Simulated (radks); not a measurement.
Ba28+, 28 electrons, occupied as [Ne] 3s1.75 3p6 3d10 4p0.25 (fractional occupations, a model configuration). Calculated with a radial shooting solver on a logarithmic mesh with Libxc functionals: scalar-relativistic Kohn-Sham, PBE, spin-unpolarised, spherical densities, finite nucleus; Fermi nuclear charge, rms radius 4.8378 fm.

Unscreened Slater integrals over Kohn-Sham orbitals (eV).

| integral | value |
|---|---|
| F0(4p,4p) | 40.792 |
| F2(4p,4p) | 21.335 |
| F0(4p,3d) | 51.684 |
| F2(4p,3d) | 14.861 |
| G1(4p,3d) | 4.9019 |
| G3(4p,3d) | 4.9320 |
| F0(4p,3p) | 50.866 |
| F2(4p,3p) | 15.806 |
| G0(4p,3p) | 4.2722 |
| G2(4p,3p) | 5.1888 |
| F0(4p,3s) | 50.671 |
| G1(4p,3s) | 4.5128 |
| F0(3d,3d) | 95.746 |
| F2(3d,3d) | 48.576 |
| F4(3d,3d) | 31.198 |
| F0(3d,3p) | 89.945 |
| F2(3d,3p) | 43.478 |
| G1(3d,3p) | 48.360 |
| G3(3d,3p) | 31.659 |
| F0(3d,3s) | 89.214 |
| G2(3d,3s) | 36.772 |
| F0(3p,3p) | 86.477 |
| F2(3p,3p) | 43.588 |
| F0(3p,3s) | 85.786 |
| G1(3p,3s) | 56.208 |
| F0(3s,3s) | 85.280 |

Derived for the open shells (J is the average intra-shell exchange parameter used in DFT+U). 4p: J = F2/5 = 4.267 eV.
